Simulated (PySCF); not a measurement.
**2 SnH₂ → Sn₂H₄**

Level: PBE0 in the def2-TZVP basis family, computed in PySCF with density fitting; scalar-relativistic core potentials for atoms from Rb on, none lighter, no spin–orbit coupling; open shells unrestricted.

```csv
species,state and structure,E (Eh),ZPE (kJ/mol),H(298 K) − H(0) (kJ/mol),S° (J/(mol K))
SnH₂,"singlet, C2v, Sn–H 1.773 Å (×2); H–Sn–H 90.6°",-215.45814,25.5,10.1,229.6
Sn₂H₄,"singlet, C2v, Sn–H 1.765 Å (×2), Sn–H 1.952 Å (×4); H–Sn–H 72.9° (×2), H–Sn–H 90.4° (×4), Sn–H–Sn 107.0° (×2)",-430.97802,65.9,14.7,308.3
```

Task: What is the electronic reaction energy?

Result: At PBE0/def2-TZVP, ΔE = -162.1 kJ/mol from the differences of the total energies times 2625.5, downhill.

Task: Add zero-point, thermal and entropy terms for 298.15 K and 1 bar.

Result: ΔZPE = 14.9 and Δ[H(298) − H(0)] = -5.5 kJ/mol give ΔH° = -152.7 kJ/mol. ΔS° = -150.9 J/(mol K), so ΔG° = -152.7 − 298.15 × (-0.1509) = -108 kJ/mol and log₁₀K = 18.9. ΔG° would change sign near 1010 K if ΔH° and ΔS° stayed fixed.

The structures come from searches over a few start shapes, so lower isomers are not excluded.
